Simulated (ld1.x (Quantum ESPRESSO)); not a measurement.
**Sb (Z = 51): PAW pseudisation with LDA (PZ), fully relativistic reference atom.**

Sb, PAW, made with ld1.x (Quantum ESPRESSO) 7.5 (LDA (PZ), fully relativistic). Core [Kr] 4d10, reference 5s2 5p1 (charge +2). Waves: 5s (bound): rcut 1.70, rcutus 1.80 bohr; 5s channel at -1.75 Ry: rcut 1.70, rcutus 1.80 bohr; 5p (bound): rcut 1.80, rcutus 2.35 bohr; 5p channel at 2.1 Ry: rcut 1.80, rcutus 2.35 bohr. Local part: all-electron potential smoothed inside 1.55 bohr (lloc = -1). Core correction: a·sin(br)/r model core, default radius (ld1.x builds one for every PAW set, though the input has nlcc=.false.). Augmentation charge: PSQ, inside the norm-conserving radii.

Open shells are filled in proportion to 2j + 1 (rel_dist='average').

Poles of the logarithmic derivatives, all-electron (AE) and pseudo (PS). s: poles at -1.0 (AE) and -1.0 (PS) Ry. p1/2: poles at 0.2 (AE) and 0.2, 4.7 (PS) Ry. p3/2: poles at 0.4 (AE) and 0.4, 4.4 (PS) Ry. Test radius 2.55 bohr.

- Configuration tests: test run stopped at test 1 of 7 (negative rho)
- Density cutoff estimated by the generator: 87 Ry

The ghost test of this file was not conclusive.
